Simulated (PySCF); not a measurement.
Deuteron quadrupole couplings in `C=Cc1nc(F)c[n-]1`

C5H4FN2 (charge -1).
Z-matrix (Å and degrees, GFN2-xTB geometry), rows numbered from 1:
```
C 
C   1  1.3344
C   2  1.4317  1  125.74
N   3  1.3547  2  124.23  1     0.10
C   4  1.3316  3  102.24  2   179.98
F   5  1.3716  4  121.81  3   180.00
C   5  1.3817  4  111.64  3     0.01
N   7  1.3470  5  107.36  4    -0.02
H   1  1.0762  2  120.45  3     0.03
H   1  1.0809  2  122.29  3  -179.98
H   2  1.0855  1  120.41  3   180.00
H   7  1.0766  5  129.82  4   179.99
```

Level: PBE0/pcSseg-1 (PySCF, non-relativistic); Q(2H) = 0.00286 b; rigid geometry, the same for H and D, with no vibrational averaging.

Task: Give the electric field gradient Vzz (the principal value of largest size), its asymmetry and the 2H coupling at each hydrogen.

Result: 
```json
{"atom": "H9", "bonded to": "C1", "bond length (Å)": "1.076", "Vzz (au)": "0.3436", "η": "0.06", "χzz (kHz)": "231"}
{"atom": "H10", "bonded to": "C1", "bond length (Å)": "1.081", "Vzz (au)": "0.3419", "η": "0.08", "χzz (kHz)": "230"}
{"atom": "H11", "bonded to": "C2", "bond length (Å)": "1.085", "Vzz (au)": "0.3231", "η": "0.03", "χzz (kHz)": "217"}
{"atom": "H12", "bonded to": "C7", "bond length (Å)": "1.077", "Vzz (au)": "0.3493", "η": "0.09", "χzz (kHz)": "235"}
```

Task: A static deuteron (I = 1) shows a doublet split by (3/2)χ, (3/4)χ(1 + η) and (3/4)χ(1 − η) with the field along z, y and x of the gradient. What are these for H9?

Result: With |χ| = 230.9 kHz and η = 0.059: 346, 183 and 163 kHz, to first order and without motion.

Geometry: GFN2-xTB, one conformer, isolated ion. The pcSseg-1 basis has no diffuse functions, a weakness for an anion. GFN2-xTB bond lengths can be off by several hundredths of an ångström, more for odd bonds, and the gradients follow them. A larger basis could move these couplings by a tenth or more.

The run behind these numbers computed NMR shieldings as well. Hardware: one thread of an Arm Neoverse V2, shared host. Cost: 14 s wall, 0.87 GiB resident at most.
